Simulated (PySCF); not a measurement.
C₃H₂F₄, SMILES C(F)(/C=C/F)(F)F. Geometry optimised at B3LYP-D3(BJ)/def2-SVP.

Task: Give the equilibrium geometry at B3LYP-D3(BJ)/def2-SVP (PySCF confirms it by a frequency run) as a Z-matrix, and its point group. (An estimate is asked for; the answer gives what the named calculation found.)

Result: point group Cs.
```
C
C 1 1.3304
F 2 1.3272 1 122.03
H 1 1.0919 2 121.44 3 0.00
H 2 1.0934 3 113.33 1 180.00
C 1 1.4924 4 116.71 2 180.00
F 6 1.3450 1 111.27 4 59.48
F 6 1.3450 7 106.79 1 121.62
F 6 1.3459 7 107.47 8 115.07
```
